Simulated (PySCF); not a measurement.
LiSn⁻ at ROHF-MP2

Level: ROHF-MP2. PySCF, scalar-relativistic core potentials, basis sets Li aug-cc-pVDZ, Sn aug-cc-pVDZ-PP with ECP28.

| Item | Value |
| --- | --- |
| state | triplet, unpaired electrons π ↑↑ |
| bond length | 275.0 pm |
| harmonic wavenumber | 321 cm⁻¹ |
| force constant | 0.402 mdyn/Å |
| rotational constant Be | 0.3364 cm⁻¹ |
| anharmonicity ωexe | 2.32 cm⁻¹ |
| vibration–rotation constant αe | 0.00316 cm⁻¹ |
| well depth De to Li + Sn⁻ | 0.79 eV |
| dissociation energy D0 | 0.77 eV |

Correlated steps freeze 4 core orbitals. Correlated levels converge slowly with the basis: in double zeta they bind strong bonds too weakly, by up to about 1 eV, and carry superposition errors of some tenths. Spin–orbit coupling is left out, which matters for elements this heavy, above all for dissociation energies. For an ion De counts to the pair picked by the measured ionisation energies or electron affinities, which need not be the lowest pair at this level. The state was picked by a PBE0 search and need not be the measured ground state.
